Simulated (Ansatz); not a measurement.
The cluster Te4⁺. Total charge 1; doublet. Geometry PBE-D4/def2-SVP, that of the neutral singlet; atoms count from 1.

```csv
atom,x (Å),y (Å),z (Å)
Te1,-0.1087,0.4295,1.8832
Te2,1.2586,1.4228,-0.3672
Te3,0.6266,-1.0871,-1.4725
Te4,-1.7765,-0.7651,-0.0435
```

In the def2 sets Te takes a core potential; there is no spin–orbit coupling. The structure comes from a short search, and lower isomers may exist.

(1) Estimate the Mulliken populations from the PBE0/def2-TZVP orbitals of Ansatz.

(2) Where does the spin sit?

(3) And the Mayer bond orders between heavy atoms (over 0.3)?

Answers

(1) 
| atom | charge (e) | spin (α − β) |
| --- | --- | --- |
| Te1 | 0.25 | 0.25 |
| Te2 | 0.25 | 0.25 |
| Te3 | 0.25 | 0.25 |
| Te4 | 0.25 | 0.25 |
Mulliken values depend strongly on the basis.

(2) Summed by element: Te 1.00, of 1 unpaired in all. Largest on single atoms: Te2 0.25, Te4 0.25, Te1 0.25.

(3) Te1–Te2 1.17 (2.81 Å); Te1–Te4 1.17 (2.81 Å); Te2–Te3 1.17 (2.81 Å); Te3–Te4 1.17 (2.81 Å).
